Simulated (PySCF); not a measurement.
Cl2Mg, SMILES [Cl][Mg-][Cl], charge -1, multiplicity 2. Geometry optimised at PBE-D3(BJ)/def2-TZVPD.

All values below come from PySCF 2.14.0 with PBE-D3(BJ)/def2-TZVPD.

Harmonic wavenumbers (cm⁻¹): 101, 303, 389. Rotational constants (GHz): 20.60, 1.757, 1.619; symmetry number 2.

Problem. Work out the zero-point energy and the ideal-gas rigid-rotor harmonic-oscillator thermochemistry at 298.15 K and 1 atm.

Solution. ZPE = ½ Σ hcν = ½ × 793 cm⁻¹ = 4.74 kJ/mol. H − E(el) = 18.52 kJ/mol. Entropy in J/(mol K): translation 165.57, rotation 103.48, vibration 24.45, spin 5.76, total 299.26. G − E(el) = -70.71 kJ/mol. Cp = 54.64 J/(mol K). Modes under 150 cm⁻¹ make the vibrational entropy uncertain.
